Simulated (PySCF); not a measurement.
(HAlO)4 cubane, Al4H4O4.
Bonds: Al1–O3, Al1–O6, Al1–O9, O3–Al4, O3–Al10, Al4–O6, Al4–O12, O6–Al7, Al7–O9, Al7–O12, O9–Al10, Al10–O12. Hydrogens: H2 on Al1; H5 on Al4; H8 on Al7; H11 on Al10.

NICS is the negative of the GIAO shielding at a point without a nucleus: at the ring centre (0) and 1 Å above and below it (1); zz is the component along the ring normal. Level: GIAO B3LYP/pcSseg-1 (pcSseg-2 on Al) (PySCF, non-relativistic, gas phase) on the PBE0-D3(BJ)/def2-SVP geometry, one conformer.

Ring bond lengths (Å): Al1–O3 1.856, O3–Al4 1.856, Al4–O6 1.856, O6–Al1 1.856; Al1–O3 1.856, O3–Al10 1.856, Al10–O9 1.855, O9–Al1 1.855; Al1–O6 1.856, O6–Al7 1.856, Al7–O9 1.855, O9–Al1 1.855; O3–Al4 1.856, Al4–O12 1.857, O12–Al10 1.856, Al10–O3 1.856; Al4–O6 1.856, O6–Al7 1.856, Al7–O12 1.856, O12–Al4 1.857.

Q: Give the NICS values of each ring in ppm.

A: 
| ring | type | NICS(0) | NICS(1), two faces | NICS(1)zz, two faces | rms pucker (Å) | centre to ring atoms, mean (Å) |
| --- | --- | --- | --- | --- | --- | --- |
| Al1–O3–Al4–O6 | 4-membered ring with 2 Al and 2 O | -7.2 | -2.1 / -3.6 | -3.8 / -3.5 | 0.01 | 1.31 |
| Al1–O3–Al10–O9 | 4-membered ring with 2 Al and 2 O | -7.2 | -2.1 / -3.6 | -3.8 / -3.4 | 0.01 | 1.31 |
| Al1–O6–Al7–O9 | 4-membered ring with 2 Al and 2 O | -7.2 | -3.6 / -2.1 | -3.4 / -3.8 | 0.01 | 1.31 |
| O3–Al4–O12–Al10 | 4-membered ring with 2 Al and 2 O | -7.2 | -3.6 / -2.1 | -3.4 / -3.8 | 0.01 | 1.31 |
| Al4–O6–Al7–O12 | 4-membered ring with 2 Al and 2 O | -7.2 | -3.6 / -2.1 | -3.4 / -3.8 | 0.01 | 1.31 |

Q: What do they say, and how far can they be read as aromaticity?

A: 
- Al1–O3–Al4–O6: mean NICS(1)zz -3.6 ppm, shielded. Al1, Al4 have four or more neighbours; no verdict on aromaticity is drawn.
- Al1–O3–Al10–O9: mean NICS(1)zz -3.6 ppm, shielded. Al1, Al10 have four or more neighbours; no verdict on aromaticity is drawn.
- Al1–O6–Al7–O9: mean NICS(1)zz -3.6 ppm, shielded. Al1, Al7 have four or more neighbours; no verdict on aromaticity is drawn.
- O3–Al4–O12–Al10: mean NICS(1)zz -3.6 ppm, shielded. Al4, Al10 have four or more neighbours; no verdict on aromaticity is drawn.
- Al4–O6–Al7–O12: mean NICS(1)zz -3.6 ppm, shielded. Al4, Al7 have four or more neighbours, so the value isn't read as a sign of a π ring current.

Q: At the first NICS(1) probe listed for ring Al1–O3–Al4–O6, 1 Å off the ring, what do the in-plane components average?

A: The isotropic value is a third of the trace: (3 × -2.1 − (-3.8))/2 = -1.3 ppm.

Q: How shielded are the nuclei of the rings and their hydrogens (means over atoms taken as equivalent)?

A: 
```
   atoms                    environment  σ isotropic (ppm)  principal values of the symmetric part, first atom (ppm)
Al1 (×4)  aluminium bonded to 3 O and H              446.1                                       399.6, 399.8, 539.0
 H2 (×4)          hydrogen on aluminium              26.98                                          23.5, 23.5, 33.9
 O3 (×4)          oxygen bonded to 3 Al              180.3                                       166.1, 166.5, 208.4
```

Q: How do the values depend on the level or the medium?

A: 
```tsv
level	NICS(0), Al1–O3–Al4–O6	mean NICS(1)zz, Al1–O3–Al4–O6	NICS(0), Al1–O3–Al10–O9	mean NICS(1)zz, Al1–O3–Al10–O9	NICS(0), Al1–O6–Al7–O9	mean NICS(1)zz, Al1–O6–Al7–O9
B3LYP/pcSseg-1 (pcSseg-2 on Al), gas	-7.2	-3.6	-7.2	-3.6	-7.2	-3.6
PBE/pcSseg-1 (pcSseg-2 on Al), gas	-7.2	-3.7	-7.2	-3.7	-7.2	-3.7
PBE0/pcSseg-1 (pcSseg-2 on Al), gas	-7.3	-3.7	-7.3	-3.7	-7.3	-3.7
```

The geometry is the same throughout.
